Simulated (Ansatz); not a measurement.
Ansatz (a first-principles code) input (CCSD(T)/def2-SVPD):

Ansatz 0.2 input:
```yaml
crystal:
  periodic: [false, false, false]
  atoms:
    - {symbol: Ga, position_ang: [0.00000000, 0.00000000, 0.00000000]}
    - {symbol: Cl, position_ang: [-0.00000000, -0.00000000, -2.03809334]}
    - {symbol: Cl, position_ang: [0.00000000, 0.00000000, 2.03809334]}
basis:
  gaussian:
    orbitals: def2-SVPD
total_charge: 2
magnetization: {spin_polarized: true, initial_magnetization: 1}
correlation: {method: ccsd_t, electrons: outside_noble_gas}
```

End of the output:

```
mean field evaluation 1: about -77301.3450 eV, gradient 1.9e1 eV
mean field evaluation 2: about -77301.4091 eV, gradient 1.9e1 eV
mean field evaluation 4: about -77303.7290 eV, gradient 2.2e0 eV
mean field evaluation 8: about -77303.7943 eV, gradient 1.5e-1 eV
mean field evaluation 16: about -77303.7951 eV, gradient 9.9e-4 eV
mean field evaluation 32: about -77304.3733 eV, gradient 1.9e-3 eV
mean field evaluation 64: about -77303.7951 eV, gradient 4.6e-3 eV
mean field evaluation 96: about -77303.0241 eV, gradient 2.8e-6 eV
mean field evaluation 128: about -77302.2776 eV, gradient 3.0e-2 eV
mean field evaluation 160: about -77304.3733 eV, gradient 2.2e-6 eV
mean field evaluation 192: about -77304.3733 eV, gradient 7.9e-3 eV
mean field evaluation 224: about -77302.2697 eV, gradient 2.2e-1 eV
mean field evaluation 256: about -77300.7579 eV, gradient 6.6e0 eV
mean field evaluation 288: about -77300.9541 eV, gradient 4.0e-1 eV
mean field evaluation 320: about -77300.9680 eV, gradient 8.1e-3 eV
mean field evaluation 352: about -77300.5811 eV, gradient 6.6e0 eV
mean field evaluation 384: about -77300.7716 eV, gradient 1.9e-1 eV
mean field evaluation 416: about -77302.1708 eV, gradient 6.5e-1 eV
mean field evaluation 448: about -77298.4836 eV, gradient 1.9e0 eV
mean field evaluation 480: about -77303.7951 eV, gradient 7.6e-3 eV
mean field evaluation 512: about -77300.7729 eV, gradient 6.3e-1 eV
mean field evaluation 544: about -77302.2791 eV, gradient 4.2e-4 eV
mean field evaluation 576: about -77303.7951 eV, gradient 2.0e-3 eV
mean field evaluation 608: about -77302.2791 eV, gradient 1.1e-3 eV
mean field evaluation 640: about -77301.3508 eV, gradient 7.5e0 eV
mean field evaluation 672: about -77303.0225 eV, gradient 3.2e-1 eV
mean field evaluation 704: about -77300.7747 eV, gradient 5.6e-3 eV
mean field -77304.37332481 eV, -2840.8833209004 hartree, gradient 2.2e-6 eV, S^2 0.758088; 16 other end points of the search recorded, 0 dependent functions left out
determinant -77304.37332481 eV, -2840.8833209004 hartree, with singles and doubles -77313.21941855 eV, -2841.2084088492 hartree
determinant -77303.79510325 eV, -2840.8620716500 hartree, with singles and doubles -77313.22192919 eV, -2841.2085011138 hartree
determinant -77303.02413265 eV, -2840.8337390033 hartree, with singles and doubles -77312.63511310 eV, -2841.1869360202 hartree
determinant -77302.27910521 eV, -2840.8063597497 hartree, with singles and doubles -77311.45016963 eV, -2841.1433901509 hartree
determinant -77300.96803326 eV, -2840.7581787442 hartree, with singles and doubles -77309.20205784 eV, -2841.0607735665 hartree
determinant -77300.95639011 eV, -2840.7577508663 hartree, with singles and doubles -77309.19057467 eV, -2841.0603515676 hartree
determinant -77304.37332481 eV, -2840.8833209004 hartree, with singles and doubles -77313.22973605 eV, -2841.2087880107 hartree
determinant -77303.79510325 eV, -2840.8620716500 hartree, with singles and doubles -77313.23814379 eV, -2841.2090969894 hartree
determinant -77304.37332481 eV, -2840.8833209004 hartree, with singles and doubles -77313.25914789 eV, -2841.2098688758 hartree
determinant -77303.79510325 eV, -2840.8620716500 hartree, with singles and doubles -77313.24493687 eV, -2841.2093466305 hartree
24 core orbitals not correlated
reference -77304.37332481 eV, -2840.8833209004 hartree; 8, 7 occupied and 60, 61 virtual orbitals, 851 factors
second order -7.97575571 eV of doubles, -0.00000000 eV of singles
coupled cluster: 0.34 GiB planned
cycle   1  -8.88582745 eV  change   -4.4e-6 eV  update   3.3e-6
perturbative correction -0.31088199 eV, -0.0114247024 hartree
Total energy: -77313.57003425 eV, -2841.2212937386 hartree
```

This state (charge 2, doublet) is run at the relaxed geometry of the species with charge 1 and multiplicity 1.
